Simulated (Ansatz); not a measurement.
Relaxation of a periodic cell of 14 atoms, H9ClO4 (contents 4 H2O + 1 HCl, density as packed 0.81 g/cm³ with natural masses), to a largest force component of 0.3 eV/Å in at most 15 steps.

Computed with DFT r2SCAN-D3(BJ), scalar-relativistic, plane waves, PAW (Ansatz 0.2.0). Settings: accuracy low, cutoff 500 eV, k mesh 1x1x1, fermi-dirac smearing 0.02 eV, no spin polarisation.

```xyz
14
Lattice="6.0578 0.0000 0.0000 0.0000 6.0578 0.0000 0.0000 0.0000 6.0578" Properties=species:S:1:pos:R:3:forces:R:3
O 2.820 0.214 0.989 -0.43 0.36 0.94
H 2.874 -0.727 1.212 0.08 0.43 -0.17
H 2.903 0.663 1.843 -0.41 -0.24 -0.19
O 3.434 2.529 4.787 0.93 -0.45 0.09
H 4.128 2.495 4.112 -0.41 0.12 0.28
H 3.813 2.048 5.537 -0.29 -0.05 -0.19
O 0.670 2.271 3.333 -0.89 -0.24 -0.43
H 0.532 2.999 2.709 0.07 -0.28 0.18
H -0.221 2.060 3.648 0.53 -0.07 -0.19
O 4.950 5.600 5.974 0.51 0.07 -0.82
H 5.191 5.553 5.037 0.36 -0.07 0.38
H 5.148 6.516 6.221 -0.06 -0.52 -0.03
Cl 1.679 4.606 4.273 0.03 0.67 -0.07
H 2.780 5.163 4.613 -0.04 0.28 0.23
```

Problem. Where does it end, and by what steps?

Solution. The forces met the threshold. The threshold is loose, so the end isn't yet a minimum. The force dipped under the threshold on the way, but the program's further checks kept it going. Limits of this set-up: coarse k mesh, low accuracy level. After 12 steps the energy has fallen by 2.057 eV; H9 moved furthest, 1.13 Å.

| step | energy less start (eV) | largest force component (eV/Å) | accepted |
| --- | --- | --- | --- |
| 0 | 0.0000 | 0.935 | yes |
| 1 | -0.5250 | 0.997 | yes |
| 2 | -0.7504 | 1.909 | yes |
| 3 | -0.9554 | 3.226 | yes |
| 4 | -1.2851 | 1.733 | yes |
| 5 | -1.4582 | 1.033 | yes |
| 6 | -1.5522 | 1.130 | yes |
| 7 | -1.6717 | 0.742 | yes |
| 8 | -1.7596 | 0.728 | yes |
| 9 | -1.8266 | 0.670 | yes |
| 10 | -1.9084 | 0.360 | yes |
| 11 | -1.9776 | 0.200 | yes |
| 12 | -2.0571 | 0.201 | yes |

```xyz
14
Lattice="6.0578 0.0000 0.0000 0.0000 6.0578 0.0000 0.0000 0.0000 6.0578" Properties=species:S:1:pos:R:3
O 2.748 0.938 1.108
H 2.830 -0.013 1.223
H 2.070 1.224 1.750
O 3.360 2.533 4.928
H 3.848 1.961 4.325
H 3.117 1.950 5.673
O 0.775 1.963 2.806
H 1.028 2.880 2.979
H 0.794 1.563 3.684
O 4.919 5.973 5.471
H 5.744 5.479 5.524
H 4.907 6.498 6.282
Cl 1.876 4.989 4.017
H 2.685 4.049 4.517
```

Whether the end is a true minimum wasn't checked by a vibrational analysis.

The run took 72 s on 1 thread of Intel(R) Xeon(R) Platinum 8488C (Sapphire Rapids) (shared host), peak memory 0.57 GiB.
